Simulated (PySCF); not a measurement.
**Electron correlation in Ne²⁺ (neon, charge +2)**

[He] 2s1 2p5, high-spin 3P determinant (an excited configuration). All numbers are calculated (PySCF 2.14, no relativity, point nucleus, in aug-cc-pVTZ). Frozen: 1s2; 6 electrons correlated.

```tsv
level	correlation energy (mhartree)
CCSD	-202.95
(T)	-3.32
CCSD(T)	-206.27
```

Diagnostics: T1 = 0.0035, D1 = 0.0086, largest double amplitude 0.037.

Cost of the coupled-cluster step: about 2.1 core-seconds, for 6 correlated electrons.

Iterations:

```
CC2 = 0
CCSD nocc = (np.int64(4), np.int64(2)), nmo = (45, 45)
frozen orbitals [[0], [0]]
max_cycle = 100
direct = 0
conv_tol = 1e-08
conv_tol_normt = 1e-06
diis_space = 8
diis_start_cycle = 0
Init t2, MP2 energy = -0.181269508179813
Init E_corr(UCCSD) = -0.181269508196984
cycle = 1  E_corr(UCCSD) = -0.196193958774251  dE = -0.0149244506  norm(t1,t2) = 0.0328167
cycle = 2  E_corr(UCCSD) = -0.200156916230133  dE = -0.00396295746  norm(t1,t2) = 0.0146751
cycle = 3  E_corr(UCCSD) = -0.203044592307231  dE = -0.00288767608  norm(t1,t2) = 0.00724349
cycle = 4  E_corr(UCCSD) = -0.202935402122944  dE = 0.000109190184  norm(t1,t2) = 0.00101155
cycle = 5  E_corr(UCCSD) = -0.202948289828512  dE = -1.28877056e-05  norm(t1,t2) = 0.000229828
cycle = 6  E_corr(UCCSD) = -0.202952535347431  dE = -4.24551892e-06  norm(t1,t2) = 8.11775e-05
cycle = 7  E_corr(UCCSD) = -0.202950848518239  dE = 1.68682919e-06  norm(t1,t2) = 1.65141e-05
cycle = 8  E_corr(UCCSD) = -0.202951224714838  dE = -3.76196598e-07  norm(t1,t2) = 3.19252e-06
cycle = 9  E_corr(UCCSD) = -0.202951140242393  dE = 8.44724449e-08  norm(t1,t2) = 8.09901e-07
cycle = 10  E_corr(UCCSD) = -0.202951133576598  dE = 6.66579447e-09  norm(t1,t2) = 2.22112e-07
UCCSD converged
E(UCCSD) = -125.5940062342024  E_corr = -0.2029511335765982
UCCSD(T) correction = -0.00331691691455978
```
